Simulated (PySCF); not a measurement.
# Computed properties of C3H8O2Si, SMILES C=C[Si@@H](O)OC

C3H8O2Si, SMILES C=C[Si@@H](O)OC. Geometry: PBE0-D3(BJ)/def2-SVP. The structure was generated by enumeration; whether it is a known compound was not checked. The values are those of a single conformer. All values are computed for the isolated molecule unless a solvent is named; none is compared with measurement here.

**Structure.** All 36 harmonic modes at PBE0-D3(BJ)/def2-SVP (PySCF) are real, so it is a minimum. With heavy atoms numbered as in [CH2:1]=[CH:2][Si@@H:3]([OH:4])[O:5][CH3:6], the shortest bond between them is C1–C2 at 1.339 Å and the longest C2–Si3 at 1.857 Å.

**Vibrations.** The strongest infrared lines (harmonic, unscaled, degenerate partners summed) lie at 855 cm⁻¹ (252 km/mol, H 60 %, Si 27 %), 917 cm⁻¹ (250 km/mol, Si 42 %, O 31 %, H 25 %), 1225 cm⁻¹ (193 km/mol, O 36 %, H 35 %, C 27 %). The softest mode is at 62 cm⁻¹ and the zero-point energy is 68.3 kcal/mol.

**Electronic structure.** r2SCAN/def2-TZVP (PySCF) places the frontier levels at -6.88 and -1.40 eV, a gap of 5.48 eV, and gives a dipole moment of 1.19 D and a mean polarisability of 67.6 bohr³. PBE/def2-TZVP (PySCF) at the same geometry gives -6.57 and -1.62 eV, so its gap is 0.53 eV narrower. An orbital gap is neither the optical nor the fundamental gap.

**Excitations.** TDA-M06-2X/def2-SVPD (PySCF) has S1 at 6.47 eV (192 nm, f = 0.004, weak); the most intense of the 10 singlets computed lies at 7.42 eV (f = 0.20). T1 (TDA) is at 4.54 eV, 1.93 eV under S1. TDA-PBE/def2-SVPD (PySCF) puts S1 at 5.07 eV. No vertical singlet excitation falls in the visible range (under 3.1 eV).

**NMR.** GIAO shifts at PBE0/pcSseg-1 (PySCF) (non-relativistic, atoms alike by connectivity averaged): ¹³C from 54.0 to 150.4 ppm against TMS; ¹H from 1.6 to 6.7 ppm against TMS; ²⁹Si at -25.4 ppm against TMS.
